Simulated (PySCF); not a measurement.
## Dipole moment and polarisability of `CN[Si@H]([SiH3])[SiH2][SiH3]`

Compound: CH13NSi4.
Atom-mapped SMILES: `[CH3:1][NH:2][Si@H:3]([SiH3:4])[SiH2:5][SiH3:6]` (hydrogens: H7, H8, H9 on C1; H10 on N2; H11 on Si3; H12, H13, H14 on Si4; H15, H16 on Si5; H17, H18, H19 on Si6)

Cartesian coordinates in Å at the GFN2-xTB level; atoms count from 1:
```xyz
19
CH13NSi4 angstrom
C     -2.6110   -1.3642   -0.0988
N     -2.0572   -0.0617   -0.3728
Si    -0.5198    0.4625    0.2168
Si    -0.2217    2.5711   -0.6750
Si     1.0448   -1.1734   -0.3438
Si     3.2510   -0.5455   -0.0602
H     -1.8066   -2.0966   -0.1169
H     -3.3430   -1.6326   -0.8632
H     -3.1001   -1.4176    0.8810
H     -2.7867    0.6267   -0.4855
H     -0.5262    0.5607    1.7069
H      1.0579    2.6420   -1.3856
H     -0.1643    3.6120    0.3543
H     -1.2484    3.0169   -1.6220
H      0.8172   -2.4217    0.4133
H      0.8402   -1.6225   -1.7336
H      3.3559    0.7402    0.6394
H      3.9736   -0.3839   -1.3233
H      4.0346   -1.5033    0.7234
```

Level: wB97X-D/def2-SVPD (PySCF), static field, nuclei fixed, core orbitals frozen in the response. The polarisability tensor in these axes (au):

```
x   156.21  -2.70   0.50
y    -2.70 145.10  -3.48
z     0.50  -3.48 113.09
```

Task: What are the eigenvalues, a third of the trace, and Δα (Δα² = ½Σ(αi − αj)² over the three pairs)?

Result: Principal values 112.72, 144.82 and 156.87 au; mean 138.13 au = 20.47 Å³ = 22.78 × 10⁻⁴⁰ C²·m²/J; Δα = 39.53 au (29 % of the mean).

Task: What is the dipole moment, and where does it point?

Result: (-1.55, -0.29, 0.17) D, 1.58 D in size, pointing from the negative to the positive side. Measured along this direction, the outermost atoms are H18 at the negative end and H8 and H9 at the positive end.

Task: Refractivity n − 1 of an ideal gas of it at 273.15 K and 1 atm, from the electronic α?

Result: N = p/kT = 2.6868 × 10¹⁹ cm⁻³, so n − 1 = 2π × N × 20.47 × 10⁻²⁴ cm³ = 3456 × 10⁻⁶ at long wavelengths, for an ideal gas.

Task: Along which axes do the principal values lie, and how far do the nuclei extend along each?

Result: Largest value along (0.97, -0.23, 0.03), where the nuclei span 7.19 Å; middle along (0.23, 0.97, -0.10), 5.86 Å; least along (0.00, 0.11, 0.99), 3.66 Å. The response follows the extents in order.

Task: Form Σ f/ω² (atomic units) for the 8 lowest TDDFT singlets, given as eV and f, and set it beside the mean polarisability, which is this sum over all singlets: 5.24, 0.0001; 5.91, 0.0092; 6.29, 0.0451; 6.45, 0.0179; 6.52, 0.0772; 6.61, 0.0062; 6.82, 0.0387; 7.12, 0.0245.

Result: They add up to 3.78 au, 2.7 % of the 138.13 au; the largest single term is 1.34 au, from the state at 6.52 eV. Terms in order: 0.00, 0.19, 0.85, 0.32, 1.34, 0.11, 0.61, 0.36 au. Higher excitations give the rest. The strengths listed sum to 0.219.

Geometry: GFN2-xTB, one conformer, isolated molecule. GFN2-xTB frequencies show an imaginary mode (29i cm⁻¹), so this geometry is no minimum at that level.
